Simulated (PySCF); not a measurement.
Run record: excited-state job, `N[SiH2]NBN([SiH3])[SiH3]`.

Computed with TDDFT CAM-B3LYP/def2-SVPD, vertical, gas phase, core orbitals frozen in the response (PySCF 2.14.0, density-fitted response routines). Geometry: GFN2-xTB. The input is one job of a driver script: a line of settings, then coordinates in Å.

Command:
```bash
OMP_NUM_THREADS=1 python probes_run.py task.json out
```

Input:
```
{"job": {"kind": "uv", "xc": "CAM-B3LYP", "basis": "def2-SVPD", "nstates": 8, "ntriplets": 3}, "charge": 0, "multiplicity": 1}
N      3.518466     0.698921     0.504099
Si     2.621857    -0.337459    -0.549168
N      0.977855     0.033864    -0.160052
B     -0.190216    -0.601858    -0.609229
N     -1.501004    -0.153769    -0.249080
Si    -2.918241    -1.009555    -0.805324
Si    -1.713922     1.232899     0.790272
H      3.317066     0.661016     1.491229
H      4.515102     0.741574     0.369743
H      2.838548    -1.780592    -0.359892
H      3.000993     0.067720    -1.907759
H      0.857788     0.856296     0.411336
H     -0.062356    -1.540454    -1.301522
H     -2.519728    -2.037707    -1.760035
H     -3.812552    -0.040409    -1.448104
H     -3.582783    -1.621059     0.353097
H     -1.088855     0.980576     2.096685
H     -1.117568     2.424090     0.170387
H     -3.150252     1.435155     0.971021
```

**Question.** Give the output.

**Answer.** 
```
coarse grid: 16584 points
cycle   1  E = -1064.2529886948  dE =  5.272e-01  |g| = 6.467e-01  |ddm| = 6.854e+00
cycle   2  E = -1064.2384633944  dE =  1.453e-02  |g| = 7.170e-01  |ddm| = 2.135e+00
cycle   3  E = -1064.3490716330  dE = -1.106e-01  |g| = 5.944e-02  |ddm| = 1.002e+00
cycle   4  E = -1064.3498249432  dE = -7.533e-04  |g| = 3.089e-02  |ddm| = 1.973e-01
cycle   5  E = -1064.3500279114  dE = -2.030e-04  |g| = 9.922e-03  |ddm| = 6.018e-02
cycle   6  E = -1064.3500493699  dE = -2.146e-05  |g| = 1.426e-03  |ddm| = 1.817e-02
cycle   7  E = -1064.3500499434  dE = -5.735e-07  |g| = 4.332e-04  |ddm| = 4.420e-03
final grid: 144432 points
cycle   8  E = -1064.4812842107  dE = -2.023e-05  |g| = 3.768e-03  |ddm| = 8.554e-02
cycle   9  E = -1064.4812831805  dE =  1.030e-06  |g| = 4.498e-03  |ddm| = 1.209e-02
cycle  10  E = -1064.4812874031  dE = -4.223e-06  |g| = 1.894e-04  |ddm| = 5.754e-03
cycle  11  E = -1064.4812874083  dE = -5.219e-09  |g| = 1.732e-04  |ddm| = 8.356e-04
cycle  12  E = -1064.4812874149  dE = -6.592e-09  |g| = 2.953e-05  |ddm| = 2.334e-04
cycle  13  E = -1064.4812874152  dE = -2.401e-10  |g| = 6.333e-06  |ddm| = 6.749e-05
converged SCF energy = -1064.4812874152

Static polarisability (au): isotropic 113.883, principal 93.076 113.285 135.287

Singlet excitations
state   eV       nm        f      main configurations
  1   6.5674    188.8   0.02073   H-1->L 0.36, H-1->L+1 0.32, H-1->L+2 0.17
  2   6.6242    187.2   0.00138   H->L 0.46, H->L+1 0.39
  3   6.9756    177.7   0.18420   H->L+3 0.81
  4   7.1516    173.4   0.00603   H->L+4 0.42, H->L+5 0.22
  5   7.2087    172.0   0.00854   H->L 0.37, H->L+1 0.26
  6   7.3780    168.0   0.01178   H->L+2 0.23, H->L+4 0.14, H-1->L+4 0.12
  7   7.5141    165.0   0.03863   H->L+2 0.33, H-1->L+2 0.09, H-1->L+1 0.09
  8   7.8049    158.9   0.01875   H->L+6 0.37, H-2->L 0.13

Triplet excitations (Tamm-Dancoff, eV): 6.2129 6.2445 6.4135
```

The SCF starts on a coarse grid where the log names one; the energy can jump when the final grid takes over, and dE then counts from the start density on the new grid. H and L stand for HOMO and LUMO; the number after each pair is its weight.

**Question.** How does the lowest singlet excitation compare with the HOMO–LUMO gap?

**Answer.** HOMO -8.67 eV and LUMO 0.93 eV give a gap of 9.60 eV; S1 at 6.57 eV lies 3.03 eV below it.

**Question.** Give the mean polarisability as a volume in Å³, and the ratio of the largest to the smallest principal value.

**Answer.** 113.883 au × 0.148185 = 16.88 Å³; 135.287/93.076 = 1.45.

In short: HOMO -8.67 eV, LUMO 0.93 eV; lowest singlet 6.57 eV; lowest triplet 6.21 eV (Tamm–Dancoff); mean polarisability 113.9 au.

Note that the optimisation stopped short of convergence; the values belong to its last geometry.

**Question.** How long does this job take on one thread of an Arm Neoverse V1 (shared host)? And the peak memory of the process?

**Answer.** About 94 s (density and orbital grids were written too), with 1.1 GiB resident at the peak, the Python interpreter and its libraries included.

One conformer stands for the species.
Labels such as C1 count atoms from 1, the log's own numbers from 0.
